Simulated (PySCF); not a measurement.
A series of related molecules.

All values: CAM-B3LYP/def2-SVPD (PySCF) at PBE0-D3(BJ)/def2-SVP geometries, gas phase, one conformer each. Core orbitals are frozen in the response; Δα² is half the sum of the squared differences of the principal polarisabilities.

Task: Rank by mean static polarisability, highest first.
A. `C(=O)(C(F)(F)F)C1=C[SiH2]C=C[SiH2]1`
B. `CCCC1=C[SiH2]C=C[SiH2]1`
C. `[SiH3]N([SiH3])C1=C[SiH2]C=C[SiH2]1`
D. `FC(F)(F)CC1=C[SiH2]C=C[SiH2]1`
E. `COC1=C[SiH2]C=C[SiH2]1`

Result: C (23.66 Å³), B (19.83 Å³), A (18.56 Å³), D (18.18 Å³), E (17.04 Å³).

Task: Rank by polarisability anisotropy Δα, highest first.
A. `[O:1]=[C:2]([C:3]1=[CH:4][SiH2:5][CH:6]=[CH:7][SiH2:8]1)[C:9]([F:10])([F:11])[F:12]` with O1–C2–C3–C4 178°
B. `[F:1][C:2]([F:3])([F:4])[CH2:5][C:6]1=[CH:7][SiH2:8][CH:9]=[CH:10][SiH2:11]1` with C2–C5–C6–C7 122°, C6–C7–Si8–C9 -10°, C7–Si8–C9–C10 9°, C9–C10–Si11–C6 -12°, C5–C6–Si11–C10 -165°
C. `[CH3:1][CH2:2][CH2:3][C:4]1=[CH:5][SiH2:6][CH:7]=[CH:8][SiH2:9]1` with C1–C2–C3–C4 61°, C2–C3–C4–C5 -122°
D. `[CH3:1][O:2][C:3]1=[CH:4][SiH2:5][CH:6]=[CH:7][SiH2:8]1` with C1–O2–C3–C4 0°
E. `[SiH3]N([SiH3])C1=C[SiH2]C=C[SiH2]1`

Result: E (10.32 Å³), A (9.05 Å³), B (7.83 Å³), C (7.55 Å³), D (7.32 Å³).

Task: Rank by HOMO–LUMO gap, highest first.
A. `COC1=C[SiH2]C=C[SiH2]1`
B. `[SiH3]N([SiH3])C1=C[SiH2]C=C[SiH2]1`
C. `O=C(C1=C[SiH2]C=C[SiH2]1)C(F)(F)F`
D. `CCCC1=C[SiH2]C=C[SiH2]1`

Result: D (9.01 eV), A (8.54 eV), B (8.08 eV), C (7.80 eV).

All values together:

```
                             SMILES     formula  μ (D)  HOMO (eV)  LUMO (eV)  α (Å³)  Δα (Å³)  electrons  α per electron (Å³)  ΔSCF removal energy (eV)
            CCCC1=C[SiH2]C=C[SiH2]1    C7H14Si2   0.55      -8.76       0.25   19.83     7.55         84                0.236                      9.29
      FC(F)(F)CC1=C[SiH2]C=C[SiH2]1   C6H9F3Si2   2.31      -9.18      -0.07   18.18     7.83        100                0.182                         –
             COC1=C[SiH2]C=C[SiH2]1   C5H10OSi2   0.96      -8.23       0.30   17.04     7.32         76                0.224                      8.81
[SiH3]N([SiH3])C1=C[SiH2]C=C[SiH2]1   C4H13NSi4   0.58      -7.87       0.21   23.66    10.32        100                0.237                      8.24
  O=C(C1=C[SiH2]C=C[SiH2]1)C(F)(F)F  C6H7F3OSi2   3.59      -9.50      -1.70   18.56     9.05        106                0.175                         –
```

Conformers: `[CH3:1][CH2:2][CH2:3][C:4]1=[CH:5][SiH2:6][CH:7]=[CH:8][SiH2:9]1` with C1–C2–C3–C4 61°, C2–C3–C4–C5 -122°; `[F:1][C:2]([F:3])([F:4])[CH2:5][C:6]1=[CH:7][SiH2:8][CH:9]=[CH:10][SiH2:11]1` with C2–C5–C6–C7 122°, C6–C7–Si8–C9 -10°, C7–Si8–C9–C10 9°, C9–C10–Si11–C6 -12°, C5–C6–Si11–C10 -165°; `[CH3:1][O:2][C:3]1=[CH:4][SiH2:5][CH:6]=[CH:7][SiH2:8]1` with C1–O2–C3–C4 0°; `[O:1]=[C:2]([C:3]1=[CH:4][SiH2:5][CH:6]=[CH:7][SiH2:8]1)[C:9]([F:10])([F:11])[F:12]` with O1–C2–C3–C4 178°.

A dash marks a removal energy that wasn't run or isn't settled.
